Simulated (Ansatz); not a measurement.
```yaml
crystal:
  periodic: [false, false, false]
  atoms:
    - {symbol: C, position_ang: [-2.742251, 0.713875, 0.444501]}
    - {symbol: C, position_ang: [-1.538442, 1.184053, 0.105886]}
    - {symbol: Al, position_ang: [-0.001292, -0.001388, 0.002268]}
    - {symbol: C, position_ang: [-0.205649, -1.894070, 0.395808]}
    - {symbol: C, position_ang: [0.840474, -2.722540, 0.331475]}
    - {symbol: C, position_ang: [1.739868, 0.705922, -0.494636]}
    - {symbol: C, position_ang: [1.897595, 2.004338, -0.766887]}
    - {symbol: H, position_ang: [-2.906680, -0.337387, 0.672626]}
    - {symbol: H, position_ang: [-3.627568, 1.344168, 0.513640]}
    - {symbol: H, position_ang: [-1.484694, 2.253341, -0.102416]}
    - {symbol: H, position_ang: [-1.156791, -2.347020, 0.678352]}
    - {symbol: H, position_ang: [0.767633, -3.787957, 0.544596]}
    - {symbol: H, position_ang: [1.834991, -2.374470, 0.059413]}
    - {symbol: H, position_ang: [2.636716, 0.089789, -0.570128]}
    - {symbol: H, position_ang: [1.068071, 2.707242, -0.721597]}
    - {symbol: H, position_ang: [2.855222, 2.439505, -1.048699]}
basis:
  gaussian: {orbitals: "6-31G*"}
hamiltonian: {xc: {name: RPBE}, pseudopotentials: {relativity: scalar}}
smearing: {width: 0.1}
output: {forces: true}
```

```sh
$ ansatz run in.yaml --threads 2 --pin off --events-out ev --progress --plain --max-ram 32768MiB --backend cpu
```

It prints (some lines left out):

```
Error: YAML parse error: error: line 23 column 1: unknown field `smearing`, expected one of crystal, accuracy, basis, kpoints, hamiltonian, magnetization, projection, total_charge, correlation, batch, efield, external_charges, scf, relax, neb, saddle, md, ramp, phonons, dielectric, real_time, elastic, magnetic_configurations, gw, evaluate, workflow, output, checkpoint, execution
  --> <input>:23:1
   |
21 |   gaussian: {orbitals: "6-31G*"}
22 | hamiltonian: {xc: {name: RPBE}, pseudopotentials: {relativity: sc…
23 | smearing: {width: 0.1}
   | ^ unknown field `smearing`, expected one of crystal, accuracy, basis, kpoints, hamiltonian, magnetization, projection, total_charge, correlation, batch, efield, external_charges, scf, relax, neb, saddle, md, ramp, phonons, dielectric, real_time, elastic, magnetic_configurations, gw, evaluate, workflow, output, checkpoint, execution
24 | output: {forces: true}
   |
```

(1) Something in this input is off. What?

Results:

(1) The input holds a key that doesn't belong there. The program refused the input.
